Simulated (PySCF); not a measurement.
**Diatomics of Ti with the halogens**

PBE0 with triple-zeta basis sets in PySCF, for the lowest determinant that a PBE0 search found; no spin–orbit coupling. De refers to high-spin ground-configuration atoms. A positive dipole means M(−)Ti(+).

| M | basis | state (unpaired electrons) | Re (Å) | ωe (cm⁻¹) | De (eV) | μ (D) |
| --- | --- | --- | --- | --- | --- | --- |
| F | x2c-TZVPPall | quartet (σ ↑, δ ↑↑) | 1.770 | 714 | n/a | 3.07 |
| Cl | x2c-TZVPPall | quartet (σ ↑, π ↑, δ ↑) | 2.255 | 408 | n/a | 3.66 |
| Br | def2-TZVPP | quartet (σ ↑, π ↑, δ ↑) | 2.415 | 306 | n/a | 4.08 |
| I | x2c-TZVPPall | quartet (σ ↑, π ↑, δ ↑) | 2.625 | 256 | n/a | 4.01 |

The shortest bond is that of TiF (1.770 Å), the longest that of TiI (2.625 Å).

The rows differ in basis set, which adds steps of its own.

The state changes along the series, so neighbouring rows are not always alike in their bonding.

De is left out where the level can put another filling of the metal’s s and d shells below the measured ground configuration, by anything from nothing to about 1 eV. Spin–orbit coupling is left out, which matters for elements this heavy, above all for dissociation energies. The state is the lowest single determinant that the PBE0 search found; with open d or f shells the true ground state can be another one.
